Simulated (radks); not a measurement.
Cu3+, 26 electrons, occupied as [Ar] 3d8. Method: scalar-relativistic Kohn-Sham, r2SCAN, spin-unpolarised, spherical densities, finite nucleus; meta-GGA in the generalised Kohn-Sham scheme; Fermi nuclear charge, rms radius 3.8823 fm; computed with a radial shooting solver on a logarithmic mesh with Libxc functionals.

Normalised radial functions P(r) = r R(r), r in bohr:

r,2s,3p
0.001952,0.1891,0.0012
0.002481,0.2354,0.0019
0.003154,0.2916,0.0030
0.003977,0.3569,0.0046
0.005056,0.4368,0.0072
0.006428,0.5296,0.0112
0.008171,0.6344,0.0175
0.01039,0.7482,0.0270
0.01321,0.8642,0.0414
0.01665,0.9675,0.0621
0.02117,1.0474,0.0933
0.02691,1.0740,0.1378
0.03421,1.0140,0.1991
0.04349,0.8307,0.2796
0.05529,0.4933,0.3784
0.07029,-0.0077,0.4885
0.08864,-0.6173,0.5889
0.1127,-1.2884,0.6555
0.1433,-1.8554,0.6406
0.1821,-2.1556,0.4970
0.2315,-2.0840,0.1979
0.2943,-1.6682,-0.2345
0.3712,-1.1011,-0.6983
0.4718,-0.5657,-1.0887
0.5998,-0.2194,-1.2576
0.7625,-0.0601,-1.1609
0.9694,-0.0108,-0.8742
1.232,-0.0012,-0.5340
1.554,-0.0001,-0.2647
1.976,0.0000,-0.0968
2.511,0.0000,-0.0250
3.193,0.0000,-0.0042

2s: eigenvalue -1120.3 eV, 1 radial node at r = 0.0701 bohr, <r> = 0.235 bohr, 90 % of the charge inside 0.363 bohr. 3p: eigenvalue -120.29 eV, 1 radial node at r = 0.260 bohr, <r> = 0.736 bohr, 90 % of the charge inside 1.13 bohr.
